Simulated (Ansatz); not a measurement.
The cluster Sn₂H₄⁺. Total charge 1; doublet. Geometry B3LYP-D4/def2-TZVP.

```xyz
6

Sn    0.205    0.673   -2.301
Sn   -0.311   -0.772    1.146
H     1.822    0.572   -1.585
H    -1.980   -0.711    1.564
H    -0.424   -0.220   -0.639
H     0.687    0.458    1.816
```

In the def2 sets Sn takes a core potential; there is no spin–orbit coupling. LC-ωPBE has ω = 0.4 bohr⁻¹. Another isomer (doublet) lies 0.39 eV lower at PBE0-D4/def2-TZVP; other spin states weren't run for this one.

**Question.** Estimate the α-spin orbital energies around the gap (eV) in Ansatz with PBE-D4/def2-TZVP, r2SCAN-D4/def2-TZVP, PBE0-D4/def2-TZVP, LC-ωPBE/def2-TZVP, ωB97M-V/def2-TZVP.

**Answer.** 
| orbital | PBE-D4/def2-TZVP | r2SCAN-D4/def2-TZVP | PBE0-D4/def2-TZVP | LC-ωPBE/def2-TZVP | ωB97M-V/def2-TZVP |
| --- | --- | --- | --- | --- | --- |
| HOMO−9 | -30.84 | -31.60 | -33.64 | -36.21 | -36.29 |
| HOMO−8 | -30.76 | -31.52 | -33.56 | -36.13 | -36.22 |
| HOMO−7 | -30.71 | -31.47 | -33.50 | -36.08 | -36.16 |
| HOMO−6 | -30.67 | -31.42 | -33.45 | -36.02 | -36.11 |
| HOMO−5 | -18.11 | -18.60 | -19.73 | -23.25 | -22.43 |
| HOMO−4 | -16.78 | -17.16 | -18.17 | -21.35 | -20.68 |
| HOMO−3 | -13.24 | -13.58 | -14.41 | -17.07 | -16.52 |
| HOMO−2 | -12.99 | -13.33 | -14.21 | -16.91 | -16.34 |
| HOMO−1 | -11.30 | -11.59 | -12.35 | -14.90 | -14.47 |
| HOMO | -10.27 | -10.63 | -11.23 | -13.70 | -13.21 |
| LUMO | -8.80 | -8.65 | -8.01 | -5.86 | -6.15 |
| LUMO+1 | -7.79 | -7.69 | -7.09 | -5.16 | -5.31 |
| LUMO+2 | -5.22 | -4.93 | -4.43 | -2.41 | -2.77 |
| LUMO+3 | -4.70 | -4.34 | -3.86 | -1.76 | -2.14 |
| LUMO+4 | -4.42 | -4.13 | -3.64 | -1.60 | -1.94 |
| LUMO+5 | -3.84 | -3.36 | -3.04 | -1.04 | -1.50 |
| β HOMO | -11.25 | -11.53 | -12.28 | -14.77 | -14.37 |
| β LUMO | -9.27 | -8.95 | -8.38 | -6.15 | -6.63 |
